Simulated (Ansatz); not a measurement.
Reaction (homolysis of the Br–Ge bond): `[CH3][Ge]([F])([F])[Br]` → Br• + `[CH3][Ge]([F])[F]`•

Isolated molecules relaxed with PBE0-D4/def2-TZVP in Ansatz; ΔE leaves out vibrations. CCSD(T)/CBS is the MP2 limit (def2-TZVPP, def2-QZVPP) plus CCSD(T) − MP2 in def2-TZVPP, frozen cores. DFT in def2-TZVPP. Open shells (•) are unrestricted, without spin–orbit coupling. Spin–orbit coupling would lower the free atoms: clearly for Br. Bonds to Br, Ge are less sure, by a few kJ/mol each and by 10 to 20 or more in all where they break to atoms, as the def2 sets lack core-valence functions. Scalar relativity is left out up to krypton.

CCSD(T)/CBS gives +390.8 kJ/mol.

Q: Another level gave +383.5 kJ/mol. Which?
A. ωB97M-V/def2-TZVPP
B. PBE-QIDH/def2-TZVPP
C. BLYP/def2-TZVPP
D. HF/def2-TZVPP

A: B. PBE-QIDH 383.5, HF/def2-TZVPP 277.2, ωB97M-V 366.8, BLYP 328.1 kJ/mol.

Largest T1 diagnostic among the species: 0.014.

At CCSD(T), def2-SVP lies −32.2 kJ/mol from the extrapolated value and def2-TZVPP −14.3 kJ/mol: correlation converges slowly with the basis, and small sets miss more of it in the bonded molecule than in its fragments. From PBE to PBE0 (25 % exact exchange), in def2-TZVPP and without D4, ΔE moves by +6.0 kJ/mol. The D4 term adds +11.8 kJ/mol with B3LYP and +6.4 kJ/mol with PBE0; it sums over pairs of atoms, weighted by their polarisabilities, and B3LYP, whose exchange is more repulsive, gets the larger term.

B3LYP here is the variant with VWN-RPA as its local correlation; programs differ in this.

CCSD(T)/CBS has its own doubt, a few kJ/mol and more with outer-core shells, so smaller differences from it don't rank the levels.
